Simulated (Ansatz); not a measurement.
Program: Ansatz. Geometries: PBE0-D4/def2-TZVP. ΔE: electronic, gas phase. CCSD(T)/CBS adds triple-zeta CCSD(T) − MP2 to the extrapolated MP2 energy (def2 sets, frozen cores). DFT in def2-TZVPP. Elements past krypton have def2 core potentials. For Te outer-core shells are correlated without core-valence functions, which leaves a few kJ/mol of doubt a bond. One conformer a species, not always the lowest.

Reaction (redistribution): `[CH3][Al]([CH3])[TeH]` + `[CH3][AlH][N]=C=O` → `[CH3][AlH][TeH]` + `[CH3][Al]([CH3])[N]=C=O`

```csv
level,ΔE (kJ/mol)
r2SCAN-D4,-2.2
BLYP,-2.7
```

Task: What does CCSD(T)/CBS give? (An estimate is asked.)

Result: Computed: -0.5 kJ/mol. The listed levels differ from it by -1.7, -2.2 kJ/mol.

Largest T1 diagnostic among the species: 0.015.

Leaving LDA and LC-ωPBE aside and taking each functional with its dispersion term where it has one, the values, not all of them listed here, spread over 1.0 kJ/mol, from B97M-V to BHLYP-D4.
